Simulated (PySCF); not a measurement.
Nb(NMe)(F)2(Cl) (CH3ClF2NNb), SMILES C[N]=[Nb]([F])([F])[Cl], multiplicity 1. Heavy atoms are numbered as in [Nb:1](=[N:2][CH3:3])([F:7])([F:8])[Cl:9]. Hydrogens are named by the atom that carries them.

Coordinates come from a PBE0-D3(BJ)/def2-SVP optimisation. The multiplicity is an assumed one; no other spin state was optimised. The structure was generated by enumeration; whether it is a known compound was not checked. The def2 effective core potentials stand for the cores of Nb; spin–orbit coupling is left out.

Computed with PySCF with CAM-B3LYP/def2-TZVP.

ESP charges are fitted to the potential on shells at 1.4 to 2.0 van der Waals radii. Atomic charges (e), one atom of each kind:

| atom | Mulliken | ESP fit | Löwdin |
|---|---|---|---|
| Nb1 | 1.71 | 1.21 | 0.62 |
| N2 | -0.57 | -0.37 | -0.18 |
| C3 (CH3) | -0.26 | ___ | -0.35 |
| H on C3 | 0.14 | ___ | 0.13 |
| F7 | -0.46 | -0.34 | -0.25 |
| Cl9 | -0.39 | ___ | 0.04 |

Q: Some entries are withheld; supply them. (The exact figures need the calculation; the answer reports its results.)

A: 
- C3 (CH3), ESP fit: -0.36
- H on C3, ESP fit: 0.17
- Cl9, ESP fit: -0.29
